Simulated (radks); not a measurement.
The numbers below are computed, except where a source is named.
Q: Ionisation of neutral caesium, [Xe] 6s1, to Cs+, [Xe], under several functionals. Scalar-relativistic Kohn-Sham, spin-unpolarised, spherical densities, finite nucleus; a radial shooting solver on a logarithmic mesh with Libxc functionals. The NIST Atomic Spectra Database gives 3.894 eV (measured). Rank these functionals by the error of their Delta-SCF ionisation energy: BLYP; LDA (Slater exchange, Perdew-Zunger correlation); OLYP; SOGGA; exchange-only PBE; LDA (Slater exchange, Perdew-Wang correlation); HCTH/407; revPBE.

A: From best to worst: BLYP 3.882 eV (-0.012); revPBE 3.799 eV (-0.095); LDA (Slater exchange, Perdew-Wang correlation) 3.996 eV (+0.103); LDA (Slater exchange, Perdew-Zunger correlation) 3.999 eV (+0.105); OLYP 3.786 eV (-0.108); SOGGA 3.721 eV (-0.173); HCTH/407 4.155 eV (+0.261); exchange-only PBE 3.606 eV (-0.288). Spin polarisation and multiplet splitting are left out, so open shells lie too high by an amount that depends on their filling.

Beside tabulated values, note that spin-unpolarised runs miss the spin-polarisation part of the exchange energy of open shells.
